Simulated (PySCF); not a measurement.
## Electron correlation in Be(2+) (beryllium, charge +2)

1s2, closed-shell 1S. Computed with PySCF 2.14 in an uncontracted even-tempered set (15 s from 0.49 bohr⁻², ratio 2.2; 7 p from 0.82 bohr⁻², ratio 2.4; 4 d from 2.5 bohr⁻², ratio 2.4; 3 f from 3.7 bohr⁻², ratio 2.4; 3 g from 5.5 bohr⁻², ratio 2.4), with the non-relativistic Hamiltonian (point nucleus). Frozen: nothing; 2 electrons correlated; the 11 highest virtual orbitals of each spin left out.

With two correlated electrons CCSD is exact within the correlated space (frozen core and kept virtual orbitals).

```tsv
level	correlation energy (mhartree)
CCSD	-43.75
```

Diagnostics: T1 = 0.00020, D1 = 0.0003, largest double amplitude 0.011.

Cost of the coupled-cluster step: about 3 core-seconds, for 2 correlated electrons.
